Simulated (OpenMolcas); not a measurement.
## Tm2+: moving or changing the point charges

Tm2+ among 6 point charges of -0.5 e arranged as an octahedron (Oh), 2.26 Å from the ion.
```
   2.2600    0.0000    0.0000  -0.50
   0.0000    2.2600    0.0000  -0.50
  -2.2600    0.0000    0.0000  -0.50
   0.0000   -2.2600    0.0000  -0.50
   0.0000    0.0000    2.2600  -0.50
   0.0000    0.0000   -2.2600  -0.50
```

```
Program             : OpenMolcas 26.06
Method              : SS-CASPT2, IPEA 0.25 Eh, imaginary shift 0.1 Eh (closed shells correlated: 5s 5p)
Basis               : ANO-RCC-VTZP [8s7p5d3f2g1h]
Scalar Hamiltonian  : DKH2, point nucleus
Active space        : 13 electrons in 7 orbitals (4f)
State averaging     : 2S+1 = 2 odd, 7 roots
Spin-orbit coupling : RASSI with atomic mean-field integrals over the reference wave functions
```

Runs around this geometry, states (labels of O, the rotations of Oh). Energies in cm-1 above the lowest state or level, χT in cm3 K/mol; under a threefold ground state the first gap can be a small split of the lowest multiplet, not the spin-orbit step.

```json
{"R (Å)": "2.26", "Ground state": "2T1", "First state of that spin": "2T2 180", "First gap with spin-orbit (degeneracies)": "120 (2, 4)", "Width of lowest J": "340", "χT at 300 K": "2.504"}
{"R (Å)": "2.38", "Ground state": "2T1", "First state of that spin": "2T2 180", "First gap with spin-orbit (degeneracies)": "120 (2, 4)", "Width of lowest J": "296", "χT at 300 K": "2.518"}
{"R (Å)": "2.7", "Ground state": "2T1", "First state of that spin": "2T2 73", "First gap with spin-orbit (degeneracies)": "48 (2, 4)", "Width of lowest J": "174", "χT at 300 K": "2.554"}
```

Taking the width of the lowest J multiplet as R^-n, n = -ln(174 / 340) / ln(2.7 / 2.26) = 3.8 between the shortest and longest distance.

Roots that are degenerate in the reference are averaged as groups; the widest CASPT2 spread within a group is 28 cm-1 (the 3-fold group of multiplicity 2 near 73 cm-1 above the lowest state of its run, R = 2.7). Shifts and gaps below about the spread of the groups concerned are not significant. This is an electrostatic model: the charges have no orbitals. No measured value stands beside these numbers.
